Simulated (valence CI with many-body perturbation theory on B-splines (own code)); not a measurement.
# Sc16+: electric-dipole lines

Calculated by relativistic CI+MBPT: three valence electrons over a frozen Dirac-Fock core [He], radial functions for each j: 11 s, 11 p, 10 d, 8 f, 5 g, 2 h, with the one-electron correlation potential Σ1, the two-electron term Σ2, the three-electron term Σ3, Breit, model QED; selected CI, second order for the rest, scaled by the run's own slope (own B-spline code, finite nucleus).

No measured spectrum was set against this ion. As an estimate, levels of excited configurations hold to 0.05 to 0.15 % of their energy, terms of the ground configuration to about 0.5 %.

Lines 1 to 50 of 574 in falling wavelength, among levels below 914.23 eV, chosen from the strongest by gf and those to the six lowest levels. Wavelengths and rates use the calculated energies, so an error of 500 cm⁻¹ moves a line at 3986 Å by 2 % and its rate by three times that or more. Electric multipoles are in the length gauge, E1 and E2 with the static RPA response of the core. Weak lines are less certain than strong ones. Lines between different terms over intervals too small for the method are left out, as are lines whose strength nearly cancels. Where a level lies close to another of its J and parity, the split of strength between their lines is uncertain. The highest levels of a list are the least certain.

Names give the largest LS component (configuration and term), which can be under half, so a name can repeat, a term be missing and a line seem to break the LS rules; names also repeat where a configuration has a term twice. Letters in brackets count levels of one name in rising energy.

```tsv
λ vac (Å)	Upper	Lower	A (s⁻¹)	S (a.u.) with core polarisation	S without
3986	2s2p4f ⁴F_7/2 [b]	2s2p4d ⁴D°_5/2	7.12e+06	1.78e+00	1.78e+00
3646	2s²4f ²F°_7/2	2s²4d ²D_5/2	1.57e+07	3.00e+00	3.00e+00
3586	2s2p4f ⁴F_9/2 [b]	2s2p4d ⁴D°_7/2	1.24e+07	2.81e+00	2.81e+00
3536	2s²4f ²F°_5/2	2s²4d ²D_3/2	1.60e+07	2.10e+00	2.10e+00
3481	2s2p4f ⁴F_7/2 [a]	2s2p4d ⁴F°_5/2	1.30e+07	2.17e+00	2.17e+00
3397	2s2p4f ⁴F_9/2 [a]	2s2p4d ⁴F°_7/2	1.80e+07	3.48e+00	3.48e+00
2974	2s2p4f ⁴G_5/2 [a]	2s2p4d ⁴F°_3/2	2.37e+07	1.85e+00	1.85e+00
2653	2s2p4f ⁴G_11/2	2s2p4d ⁴F°_9/2	4.13e+07	4.57e+00	4.57e+00
2381	2s2p4d ⁴F°_9/2	2s2p4p ⁴D_7/2	8.56e+07	5.70e+00	5.70e+00
2346	2s2p4d ⁴D°_7/2	2s2p4p ⁴P_5/2	5.54e+07	2.82e+00	2.82e+00
2324	2s2p4p ⁴P_3/2	2s2p4s ²P°_3/2 [a]	4.54e+07	1.12e+00	1.12e+00
2300	2s2p4d ⁴F°_7/2	2s2p4p ⁴D_5/2	9.38e+07	4.51e+00	4.51e+00
2215	2s2p4d ⁴F°_5/2	2s2p4p ⁴D_3/2	9.71e+07	3.13e+00	3.13e+00
2194	2s2p4d ²D°_5/2	2s2p4p ²P_3/2 [b]	8.45e+07	2.64e+00	2.64e+00
2192	2s2p4d ²F°_7/2 [b]	2s2p4p ²D_5/2 [b]	1.07e+08	4.43e+00	4.43e+00
2185	2s2p4d ⁴D°_5/2	2s2p4p ⁴P_5/2	5.67e+07	1.75e+00	1.75e+00
2096	2s²4d ²D_5/2	2s²4p ²P°_3/2	1.24e+08	3.38e+00	3.38e+00
2070	2s2p4d ⁴F°_3/2	2s2p4p ⁴D_1/2	9.98e+07	1.75e+00	1.75e+00
2067	2s2p4d ⁴D°_5/2	2s2p4p ⁴P_3/2	3.39e+07	8.87e-01	8.87e-01
2058	2s2p4d ²D°_3/2 [b]	2s2p4p ²P_1/2 [b]	7.37e+07	1.27e+00	1.27e+00
2045	2s2p4d ²F°_5/2 [c]	2s2p4p ²D_3/2 [b]	1.14e+08	2.89e+00	2.89e+00
2041	2s2p4d ⁴D°_7/2	2s2p4p ⁴D_7/2	4.62e+07	1.55e+00	1.55e+00
2018	2s2p4d ⁴P°_5/2	2s2p4p ²P_3/2 [a]	1.05e+08	2.56e+00	2.56e+00
2009	2s2p4d ²P°_3/2 [b]	2s2p4p ²S_1/2 [b]	9.08e+07	1.45e+00	1.45e+00
1999	2s2p4d ²P°_1/2 [a]	2s2p4p ²S_1/2 [a]	1.13e+08	8.90e-01	8.90e-01
1966	2s2p4p ⁴D_1/2	2s2p4s ⁴P°_1/2	1.28e+08	9.61e-01	9.61e-01
1950	2s2p4d ²F°_5/2 [a]	2s2p4p ²D_3/2 [a]	1.39e+08	3.05e+00	3.05e+00
1943	2s²4d ²D_3/2	2s²4p ²P°_1/2	1.30e+08	1.88e+00	1.88e+00
1881	2s2p4d ²F°_5/2 [b]	2s2p4p ⁴S_3/2	7.46e+07	1.47e+00	1.47e+00
1866	2s2p4p ²D_3/2 [b]	2s2p4s ²P°_3/2 [b]	7.22e+07	9.26e-01	9.26e-01
1839	2s2p4p ²D_3/2 [b]	2s2p4s ²P°_1/2 [b]	9.88e+07	1.21e+00	1.21e+00
1832	2s2p4p ²P_3/2 [a]	2s2p4s ⁴P°_3/2	8.50e+07	1.03e+00	1.03e+00
1813	2s2p4d ²F°_7/2 [a]	2s2p4p ²D_5/2 [a]	1.85e+08	4.36e+00	4.36e+00
1796	2s2p4p ²D_3/2 [a]	2s2p4s ²P°_1/2 [a]	1.42e+08	1.62e+00	1.62e+00
1785	2s2p4d ²D°_3/2 [a]	2s2p4p ²P_1/2 [a]	1.06e+08	1.19e+00	1.19e+00
1781	2s²4p ²P°_1/2	2s²4s ²S_1/2	1.95e+08	1.09e+00	1.09e+00
1760	2s2p4p ²D_5/2 [b]	2s2p4s ²P°_3/2 [b]	1.97e+08	3.18e+00	3.18e+00
1753	2s2p4p ⁴D_7/2	2s2p4s ⁴P°_5/2	2.04e+08	4.35e+00	4.35e+00
1747	2s2p4d ²F°_5/2 [b]	2s2p4p ⁴P_3/2	6.14e+07	9.71e-01	9.71e-01
1694	2s2p4p ²D_5/2 [a]	2s2p4s ²P°_3/2 [a]	2.12e+08	3.05e+00	3.05e+00
1670	2s2p4p ⁴D_3/2	2s2p4s ⁴P°_1/2	1.72e+08	1.58e+00	1.58e+00
1666	2s2p4p ⁴D_5/2	2s2p4s ⁴P°_3/2	2.37e+08	3.25e+00	3.25e+00
1650	2s2p4p ²P_3/2 [b]	2s2p4s ²P°_3/2 [b]	1.46e+08	1.29e+00	1.29e+00
1645	2s2p4p ⁴P_3/2	2s2p4s ⁴P°_5/2	1.11e+08	9.74e-01	9.74e-01
1629	2s²4p ²P°_3/2	2s²4s ²S_1/2	2.56e+08	2.18e+00	2.18e+00
1628	2s2p4p ²P_3/2 [b]	2s2p4s ²P°_1/2 [b]	1.09e+08	9.30e-01	9.30e-01
1577	2s2p4p ⁴P_5/2	2s2p4s ⁴P°_5/2	2.63e+08	3.06e+00	3.06e+00
1542	2s2p4p ⁴S_3/2	2s2p4s ⁴P°_5/2	1.63e+08	1.18e+00	1.18e+00
1529	2s2p4p ²S_1/2 [b]	2s2p4s ²P°_1/2 [b]	1.87e+08	6.60e-01	6.60e-01
1523	2s2p4p ⁴P_1/2	2s2p4s ⁴P°_3/2	2.84e+08	9.88e-01	9.88e-01
```
